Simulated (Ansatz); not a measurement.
Mulliken charges of `C=NP[SiH3]` from r2SCAN/def2-TZVPP in Ansatz (PBE0-D4/def2-TZVP geometry).

| atom | x (Å) | y (Å) | z (Å) | charge (e) |
| --- | --- | --- | --- | --- |
| C1 | -0.608 | 1.776 | 0.451 | 0.004 |
| N2 | 0.432 | 1.574 | -0.234 | -0.273 |
| P3 | 1.446 | 0.200 | -0.053 | 0.076 |
| Si4 | 0.022 | -1.561 | -0.070 | 0.208 |
| H5 | -1.034 | 1.063 | 1.170 | 0.056 |
| H6 | -1.139 | 2.724 | 0.337 | 0.078 |
| H7 | 1.802 | 0.062 | -1.418 | 0.022 |
| H8 | -0.602 | -1.720 | 1.271 | -0.061 |
| H9 | -1.060 | -1.393 | -1.078 | -0.052 |
| H10 | 0.824 | -2.775 | -0.374 | -0.058 |

Q: By hand: the dipole of these point charges (1 e Å = 4.8032 D).

A: Σ q r = (-0.069, -0.120, 0.108) e Å, of length 0.176 e Å = 0.85 D.

Q: How does the dipole of the full density compare? (Best estimate.)

A: Computed: (-0.250, -0.100, 0.085) e Å, 1.36 D; the point charges give 0.62 times that, at 39° from its direction.

Point charges leave out the atoms' own dipoles, such as those of lone pairs, and Mulliken's split depends on the basis, so the two needn't agree.
